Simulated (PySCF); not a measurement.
SiCl2, SMILES Cl[Si]Cl (connectivity only; charge and spin as stated), neutral, multiplicity 1. Geometry optimised at PBE0-D3(BJ)/def2-TZVP. The isomer is the one that the SMILES or the coordinates give; other isomers of the formula were not compared.

TDDFT-PBE0/def2-SVPD in PySCF puts the lowest singlet excitations at 3.83, 4.86, 5.74, 6.27, 6.49, 6.88 eV.

**Question.** What are the lowest excitation roots from PySCF 2.14.0 with ADC(2)/aug-cc-pVDZ? (The exact figures need the calculation; the answer reports its results.)

**Answer.** 3.96, 5.24, 5.94, 6.76, 6.83, 6.88 eV. S1 differs by 0.13 eV (second minus first; roots are paired by order, and the bases may differ).
